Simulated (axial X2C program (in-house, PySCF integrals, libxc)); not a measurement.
**BeCa: cheaper levels and CCSD(T), with spin–orbit coupling**

Calculated with an in-house all-electron X2C program for linear molecules (integrals from PySCF). Two-component (2c) means X2C with spin–orbit coupling and atomic mean-field two-electron Coulomb and Gaunt terms. Basis: Ca dyall-cv3z [11s12p6d4f], Be dyall-cv3z [8s8p3d1f] (cores contracted in-house); Gaussian nuclei, density fitting, unrestricted open shells. Masses: Ca 39.963 u, Be 9.012 u.

State: Ω = 0 (closed shell); fragments Ca + Be.

```tsv
level	Re (Å)	ωe (cm⁻¹)	De (eV)
PBE0	3.345	166.2	0.235
MP2	3.670	85.4	0.069
PW91	3.242	193.2	0.344
```

Correlated methods: 12 electrons correlated (number of frozen shells: Ca 2 s, 1 p; Be 1 s), 230 virtual spin orbitals or spinors in MP2, 90 natural virtuals in coupled cluster.

CCSD(T), same Hamiltonian and basis:

Re = 3.592 Å, ωe = 88.6 cm⁻¹, De = 0.11 eV; T1 = 0.016 (Lee–Taylor normalisation).

(1) Give the differences from CCSD(T) in the columns below.

The state is a single determinant with fixed occupations, the lowest that a limited PBE0 search found. De is counted from the lowest determinant-based energies of the atoms at the same level, without counterpoise correction. Coupled cluster ran in a truncated set of natural virtual spinors; the MP2 energy of the rest was added. (T) has no such correction and the atoms are truncated less, which lowers De at CCSD(T) by a hundredth of an eV or more. The levels of this run spread widely (ωe from 85 to 193 cm⁻¹), so these constants depend on the method. The bond is weak, and without diffuse functions and with truncated virtuals even CCSD(T) can be tens of per cent off in De.

Results:

(1) 

```tsv
level	ΔRe (Å)	Δωe (cm⁻¹)
PBE0	-0.247	77.6
MP2	0.078	-3.2
PW91	-0.350	104.6
```
